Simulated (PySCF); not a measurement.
Ionisation energy of Ca by level of theory

Ca [Ar] 4s2 (1S) → Ca⁺ [Ar] 4s1 (2S), as a difference of total energies. Computed with PySCF 2.14 in pcseg-2 (6s4p3d, 33 functions), with the non-relativistic Hamiltonian (point nucleus). Correlated levels: valence: [Ar] frozen. The calculations carry no spin-orbit coupling.

```json
{"method": "UHF", "ionisation energy (eV)": "5.121"}
{"method": "MN15", "ionisation energy (eV)": "6.274"}
{"method": "r2SCAN", "ionisation energy (eV)": "5.803"}
{"method": "MP2 (valence)", "ionisation energy (eV)": "5.620"}
{"method": "SCS-MP2 (valence)", "ionisation energy (eV)": "5.720"}
{"method": "CCSD (valence)", "ionisation energy (eV)": "5.877"}
```

Problem. How much does correlation contribute at MP2 (valence)?

Solution. 5.620 − (5.121) = 0.499 eV, measured against UHF.

These non-relativistic numbers lack the scalar-relativistic shift.

Errors of the correlated levels include the incompleteness of this basis and the frozen core.

With two correlated electrons CCSD is exact in that space.

The coupled-cluster amplitudes are large for Ca (T1 above 0.03 or a double amplitude above 0.15), so a single reference is strained.

For comparison: 6.113 eV (measured; NIST Atomic Spectra Database, ionization energies).
